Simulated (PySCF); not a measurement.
**Core-level binding energies of `BP[SiH2]N`**

Species: BH₇NPSi.
Atom-mapped SMILES: `[BH2:1][PH:2][SiH2:3][NH2:4]`

Method: delta-SCF UKS SCAN, pcX-2 on the ionised atom, pcseg-1 elsewhere, spin-free X2C (PySCF). These are vertical core ionisation energies against the vacuum level, from separate self-consistent calculations with and without the core hole.

Problem. List the computed XPS lines with their assignment.

Solution. 
| atom(s) | bonded to | level | binding energy (eV) | 2p1/2 (eV) | count |
| --- | --- | --- | --- | --- | --- |
| Si3 | N, 2 H and P | Si 2p3/2 | 107.05 | 107.68 | 1 |
| P2 | H, B and Si | P 2p3/2 | 135.85 | 136.73 | 1 |
| N4 | 2 H and Si | N 1s | 404.84 | – | 1 |
| Si3 | N, 2 H and P | Si 1s | 1846.94 | – | 1 |
| P2 | H, B and Si | P 1s | 2149.28 | – | 1 |

Problem. Which photon energy gives electrons from Si 2p3/2 of Si3 a kinetic energy of 50 eV, and what is their de Broglie wavelength?

Solution. hν = 107.05 + 50 = 157.05 eV, recoil neglected; λ = 12.264 Å/√(E/eV) = 1.73 Å.

Problem. Express the binding energy of Si 2p3/2 of Si3 in atomic units and per mole.

Solution. 107.05 eV = 3.9340 Eh = 10329 kJ/mol.

Not every level is listed. Spin–orbit coupling isn't in the SCF: each 2p doublet comes from a relaxed spin-free hole plus a matrix of the shell (mean-field spin–orbit coupling and the ground-state 2p splitting), with 2p3/2 averaged over its two sublevels. 2p1/2 minus 2p3/2 (ligand field included): P 0.89 eV, Si 0.62 eV. No level of boron is listed. Isolated species at its PBE0-D3(BJ)/def2-SVP geometry (one conformer only).

The run took 33 s wall on an Arm Neoverse V1 with one thread, no GPU (shared host), and the process peaked at 0.51 GiB of memory.

The values belong to the conformer `[BH2:1][PH:2][SiH2:3][NH2:4]`: B1–P2–Si3–N4 173°, H–N4–Si3–P2 -56°, H–N4–Si3–P2 159°.
